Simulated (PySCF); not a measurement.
Electron correlation in Ge⁺ (germanium, charge +1)

[Ar] 3d10 4s2 4p1, 2P determinant. Calculation: PySCF 2.14, in dyall-av2z; no relativity, point nucleus. Frozen: [Ar] 3d10; 3 electrons correlated; the 34 highest virtual orbitals of each spin left out.

| level | correlation energy (mhartree) |
| --- | --- |
| CCSD | -48.95 |
| (T) | -0.57 |
| CCSD(T) | -49.52 |

Diagnostics: T1 = 0.010, D1 = 0.0249, largest double amplitude 0.097.

Cost of the coupled-cluster step: of the order of 2.1 core-seconds, for 3 correlated electrons.

Iterations:

```
CC2 = 0
CCSD nocc = (np.int64(2), np.int64(1)), nmo = (44, 44)
frozen orbitals [[0, 1, 2, 3, 4, 5, 6, 7, 8, 9, 10, 11, 12, 13, 58, 59, 60, 61, 62, 63, 64, 65, 66, 67, 68, 69, 70, 71, 72, 73, 74, 75, 76, 77, 78, 79, 80, 81, 82, 83, 84, 85, 86, 87, 88, 89, 90, 91], [0, 1, 2, 3, 4, 5, 6, 7, 8, 9, 10, 11, 12, 13, 58, 59, 60, 61, 62, 63, 64, 65, 66, 67, 68, 69, 70, 71, 72, 73, 74, 75, 76, 77, 78, 79, 80, 81, 82, 83, 84, 85, 86, 87, 88, 89, 90, 91]]
max_cycle = 100
direct = 0
conv_tol = 1e-08
conv_tol_normt = 1e-06
diis_space = 8
diis_start_cycle = 0
Init t2, MP2 energy = -0.0337296197678712
Init E_corr(UCCSD) = -0.0337296197681796
cycle = 1  E_corr(UCCSD) = -0.0434686746552323  dE = -0.00973905489  norm(t1,t2) = 0.0508389
cycle = 2  E_corr(UCCSD) = -0.0467711015764087  dE = -0.00330242692  norm(t1,t2) = 0.0208278
cycle = 3  E_corr(UCCSD) = -0.048962524424825  dE = -0.00219142285  norm(t1,t2) = 0.00932616
cycle = 4  E_corr(UCCSD) = -0.0489414202689829  dE = 2.11041558e-05  norm(t1,t2) = 0.0011661
cycle = 5  E_corr(UCCSD) = -0.0489558322663906  dE = -1.44119974e-05  norm(t1,t2) = 0.000129165
cycle = 6  E_corr(UCCSD) = -0.0489510826547238  dE = 4.74961167e-06  norm(t1,t2) = 2.26854e-05
cycle = 7  E_corr(UCCSD) = -0.0489531668436948  dE = -2.08418897e-06  norm(t1,t2) = 7.17308e-06
cycle = 8  E_corr(UCCSD) = -0.0489526908997442  dE = 4.75943951e-07  norm(t1,t2) = 1.84933e-06
cycle = 9  E_corr(UCCSD) = -0.0489527205033624  dE = -2.96036182e-08  norm(t1,t2) = 2.33267e-07
cycle = 10  E_corr(UCCSD) = -0.048952724982511  dE = -4.47914861e-09  norm(t1,t2) = 4.11073e-08
UCCSD converged
E(UCCSD) = -2075.114290241431  E_corr = -0.04895272498251101
UCCSD(T) correction = -0.00057410353180714
```
